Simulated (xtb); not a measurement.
CF3O3S, SMILES O=S(=O)([O-])C(F)(F)F, charge -1. All values are semi-empirical tight-binding results from xtb (GFN2-xTB unless named), good for trends rather than for accurate numbers. The structure is a stationary point at GFN2-xTB.

```yaml
point_group_as_xtb_finds_it: C3v
orbital_gap: 8.22 eV
zero_point_energy: 15.7 kcal/mol
G − E(el) at 298.15 K (modified RRHO): -4.5 kcal/mol
static polarisability (D4 model): 56.8 bohr³
solvation energy, GFN2-xTB/ALPB(water): -58.4 kcal/mol
solvation energy, GFN2-xTB/ALPB(dmso): -51.6 kcal/mol
```
